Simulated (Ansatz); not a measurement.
Geometry optimisation, UKS r2SCANh/def2-SVP (Ansatz).

Input file:

```yaml
crystal:
  periodic: [false, false, false]
  atoms:
    - { symbol: Al, position_ang: [0.2602, -0.5725, 0.184] }
    - { symbol: F, position_ang: [-1.4929, 0.5755, -0.0627] }
    - { symbol: Cl, position_ang: [0.3937, -1.8359, -1.3715] }
    - { symbol: Cl, position_ang: [0.7629, -0.5359, 2.1282] }
    - { symbol: H, position_ang: [-0.4356, 1.0852, -0.354] }
    - { symbol: H, position_ang: [0.5117, 1.2836, -0.5239] }
magnetization:
  spin_polarized: true
basis:
  gaussian: { orbitals: def2-SVP }
hamiltonian:
  xc: r2scanh
relax:
  f_tol: 0.15
  max_steps: 25
  restrain:
    - { distance: [0, 5], at: 2.82, k: 30.0 }
    - { distance: [4, 1], at: 2.18, k: 30.0 }
    - { distance: [0, 1], at: 1.78, k: 30.0 }
    - { distance: [4, 5], at: 0.62, k: 30.0 }
```

Launched with:

```bash
$ ansatz run input.yaml --threads 2 --pin off --max-ram 3072MiB --backend cpu --events-out ev --progress --plain --runs-dir out
```

**Question.** Where does it end, and by what steps?

**Answer.** The forces met the threshold. The restraints hold the end off the free minimum. After 6 steps the energy has fallen by 1.636 eV (the restraints' own energy left out); H5 moved furthest, 0.63 Å. Joined: H5–H6 (0.98 → 0.70 Å).

| step | energy less start (eV) | largest force component (eV/Å) | accepted |
| --- | --- | --- | --- |
| 0 | 0.0000 | 3.401 | yes |
| 1 | -0.2664 | 3.831 | yes |
| 2 | -0.8308 | 3.989 | yes |
| 3 | -1.4461 | 3.832 | yes |
| 4 | -1.6137 | 2.580 | yes |
| 5 | -1.6368 | 1.420 | no |
| 6 | -1.6364 | 2.310 | yes |

```xyz
6
Properties=species:S:1:pos:R:3
Al -0.168 -0.761 0.298
F -1.613 0.153 0.111
Cl 0.470 -1.975 -1.245
Cl 0.818 -0.736 2.112
H -0.083 1.559 -0.567
H 0.576 1.761 -0.710
```

The run took 25 s on 2 threads of Intel(R) Xeon(R) Platinum 8488C (Sapphire Rapids) (shared host), peak memory 0.3 GiB.
